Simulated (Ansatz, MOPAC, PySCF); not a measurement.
System: H2B, doublet: symmetric bend, bond length relaxed. Scanned: H-B-H angle. Other coordinates (B-H bond length) were minimised at PBE0/def2-TZVP.

- UHF/LANL2DZ = PySCF with unrestricted Hartree-Fock/LANL2DZ
- UKS-BP86/6-31G* = PySCF with unrestricted BP86/6-31G*, spherical d
- PM3, unrestricted, heats of formation (MOPAC)
- FCI/def2-TZVP = full CI/def2-TZVP, frozen core in Ansatz (an electronic-structure program)

Energies relative to the lowest point of each profile, in kcal/mol; the last columns give the difference from FCI:

```tsv
a / °	UHF/LANL2DZ	UKS-BP86/6-31G*	PM3	FCI/def2-TZVP	UHF/LANL2DZ − FCI/def2-TZVP	UKS-BP86/6-31G* − FCI/def2-TZVP	PM3 − FCI/def2-TZVP
170.40	6.7	6.9	2.7	7.2	-0.5	-0.4	-4.5
157.91	4.4	4.7	1.4	4.7	-0.3	-0.1	-3.4
149.81	2.6	2.9	0.5	2.8	-0.2	0.1	-2.3
139.35	0.7	0.9	0.0	0.8	-0.1	0.1	-0.8
130.84	0.0	0.0	0.5	0.0	0.0	0.0	0.5
122.42	0.4	0.2	1.9	0.3	0.1	-0.2	1.6
112.32	2.8	2.1	5.1	2.6	0.2	-0.5	2.5
100.18	8.9	7.4	11.1	8.3	0.6	-0.9	2.8
92.02	15.5	13.1	16.7	14.3	1.2	-1.2	2.4
78.73	31.1	26.8	—	28.4	2.7	-1.6	—
69.02	47.0	40.5	—	42.4	4.6	-1.9	—
60	65.1	56.3	—	58.2	6.9	-1.9	—
```

UHF/LANL2DZ is furthest from FCI/def2-TZVP at 60 (6.9 kcal/mol, above); its mean absolute difference over the points is 1.5 kcal/mol.

UKS-BP86/6-31G* is furthest from FCI/def2-TZVP at 60 (-1.9 kcal/mol, below); its mean absolute difference over the points is 0.7 kcal/mol.

PM3 is furthest from FCI/def2-TZVP at 170.40 (-4.5 kcal/mol, below); its mean absolute difference over the points is 2.3 kcal/mol.

Dashes: no converged value, or the column stops at the first point that the program doubted or that broke a chosen test of continuity, which isn't proof of a fault.

The scan ran from 180.0 to 60.0; beyond the range shown the relaxed coordinates jump or full CI changes its symmetry label.
